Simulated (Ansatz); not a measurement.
Consider the isomerisation: `[OH][AlH][CH2]F` → `[CH3][Al]([OH])[F]`.

Isolated molecules relaxed with PBE0-D4/def2-TZVP in Ansatz; ΔE leaves out vibrations. CBS: MP2 limit from def2 TZ/QZ plus the TZ coupled-cluster correction, frozen cores. Functionals use def2-TZVPP. Each species was taken in one conformer, which may not be the lowest.

`[OH][AlH][CH2]F`:

```xyz
8

O    -1.289   -1.474    0.230
Al    0.197   -0.741   -0.131
C     0.201    1.225    0.062
F     1.466    1.740   -0.252
H    -1.451   -2.415    0.184
H     1.452   -1.593   -0.580
H    -0.046    1.546    1.082
H    -0.530    1.712   -0.595
```

`[CH3][Al]([OH])[F]`:

Z-matrix (Å, degrees):
```
C
Al 1 1.930
H 1 1.094 2 110.7
H 1 1.093 2 110.7 3 -118.2
H 1 1.091 2 111.9 3 120.8
O 2 1.689 1 120.6 3 61.4
F 2 1.654 1 121.2 3 -118.5
H 6 0.956 2 123.8 1 -179.9
```

| level | ΔE (kcal/mol) |
| --- | --- |
| PBE | -71.5 |
| MP2/CBS(def2) | -79.7 |

Question: What does CCSD(T)/CBS give? (Best estimate.)

Answer: The calculation gave: -76.3 kcal/mol. The listed levels differ from it by 4.8, -3.4 kcal/mol.

Largest T1 diagnostic among the species: 0.012.

In def2-TZVPP, CCSD(T) changes the Hartree–Fock value by −2.1 kcal/mol (the triples alone add +0.0 kcal/mol) and MP2 by −5.4 kcal/mol. From PBE to PBE0 (25 % exact exchange), in def2-TZVPP and without D4, ΔE moves by −1.6 kcal/mol.
